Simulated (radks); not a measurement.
Values are calculated unless marked as measured or tabulated.
Q: Ionisation of the phosphorus ion P3+, [Ne] 3s2, to P4+, [Ne] 3s1, under several functionals. Dirac Kohn-Sham, spin-unpolarised, spherical densities, finite nucleus; a radial shooting solver on a logarithmic mesh with Libxc functionals. The NIST Atomic Spectra Database gives 51.444 eV (measured). Rank these functionals by the error of their Delta-SCF ionisation energy: exchange-only B88; PW91; OLYP; exchange-only LDA; LDA (Slater exchange, Perdew-Wang correlation); XLYP; RPBE; revPBE; BLYP.

A: From best to worst: OLYP 51.635 eV (+0.191); exchange-only B88 51.196 eV (-0.248); RPBE 51.858 eV (+0.414); revPBE 51.895 eV (+0.451); BLYP 52.071 eV (+0.627); exchange-only LDA 50.796 eV (-0.648); PW91 52.094 eV (+0.650); XLYP 52.108 eV (+0.664); LDA (Slater exchange, Perdew-Wang correlation) 52.185 eV (+0.741). Spin polarisation and multiplet splitting are left out, so open shells lie too high by an amount that depends on their filling.

Beside tabulated values, note that spin-unpolarised runs miss the spin-polarisation part of the exchange energy of open shells.
